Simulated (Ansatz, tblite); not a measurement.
Spin states of SiSe2, each relaxed with PBE-D4/def2-TZVP in Ansatz. Electronic energies in the gas phase.

The 6-31G sets use Cartesian d functions. The xTB rows come from tblite. B3LYP takes the VWN-RPA correlation. Correlated methods freeze 23 core orbitals; core or outer-core shells of Se are correlated, in sets that lack core-valence functions. In CCSD on the charge 0 quintet the largest single amplitude is 0.29, so its Hartree–Fock determinant may place the open shell otherwise than the density functionals do. The structure comes from a short search, and lower isomers may exist.

Singlet geometry (D∞h within 0.1 Å):

Cartesian coordinates in Å:
```
Si 0.0000 0.0000 0.0000
Se 1.8195 -0.9920 0.0789
Se -1.8195 0.9920 -0.0789
```

Triplet geometry (C2v within 0.1 Å):

Cartesian coordinates in Å:
```
Si 0.463 -0.645 -0.295
Se -1.515 -0.070 -1.011
Se 1.052 0.715 1.306
```

Quintet geometry (C2v within 0.1 Å):

```xyz
3

Si    1.060   -0.354    0.057
Se   -1.014   -1.293   -0.163
Se   -0.046    1.647    0.106
```

⟨S²⟩: triplet 2.01 at PBE0-D4/def2-TZVP (pure 2.00), quintet 6.02 at PBE0-D4/def2-TZVP (pure 6.00).

Only these spin states were relaxed.

```tsv
level	triplet − singlet (kcal/mol)	quintet − singlet (kcal/mol)	lowest of these
GFN1-xTB	64.6	161.1	singlet
HF/6-31G	12.8	50.8	singlet
LDA (SPW92)/def2-TZVP	35.7	93.0	singlet
revPBE-D4/def2-TZVP	30.1	82.3	singlet
r2SCAN0-D4/def2-TZVP	32.1	86.3	singlet
BHLYP-D4/def2-TZVP	31.4	90.0	singlet
CAM-B3LYP-D4/def2-TZVP	33.0	92.4	singlet
MP2/def2-TZVP	47.8	109.7	singlet
CCSD/def2-TZVPP	35.5	93.9	singlet
CCSD(T)/def2-TZVPP	37.1	95.2	singlet
```

Task: Estimate the rows for GFN2-xTB, HF/def2-TZVP, HF/def2-TZVPP, PBE-D4/def2-TZVP, r2SCAN-D4/def2-TZVP, B3LYP-D4/6-31G, PBE0-D4/def2-TZVP, RPA@PBE/def2-TZVP, MP2/def2-TZVPP.

Result: 
```json
{"level": "GFN2-xTB", "triplet − singlet (kcal/mol)": "44.3", "quintet − singlet (kcal/mol)": "107.7", "lowest of these": "singlet"}
{"level": "HF/def2-TZVP", "triplet − singlet (kcal/mol)": "21.8", "quintet − singlet (kcal/mol)": "66.9", "lowest of these": "singlet"}
{"level": "HF/def2-TZVPP", "triplet − singlet (kcal/mol)": "21.8", "quintet − singlet (kcal/mol)": "66.9", "lowest of these": "singlet"}
{"level": "PBE-D4/def2-TZVP", "triplet − singlet (kcal/mol)": "31.2", "quintet − singlet (kcal/mol)": "84.4", "lowest of these": "singlet"}
{"level": "r2SCAN-D4/def2-TZVP", "triplet − singlet (kcal/mol)": "32.3", "quintet − singlet (kcal/mol)": "85.9", "lowest of these": "singlet"}
{"level": "B3LYP-D4/6-31G", "triplet − singlet (kcal/mol)": "24.8", "quintet − singlet (kcal/mol)": "75.0", "lowest of these": "singlet"}
{"level": "PBE0-D4/def2-TZVP", "triplet − singlet (kcal/mol)": "32.3", "quintet − singlet (kcal/mol)": "86.8", "lowest of these": "singlet"}
{"level": "RPA@PBE/def2-TZVP", "triplet − singlet (kcal/mol)": "33.0", "quintet − singlet (kcal/mol)": "86.6", "lowest of these": "singlet"}
{"level": "MP2/def2-TZVPP", "triplet − singlet (kcal/mol)": "47.9", "quintet − singlet (kcal/mol)": "110.0", "lowest of these": "singlet"}
```

The xTB methods have no spin-polarisation term.
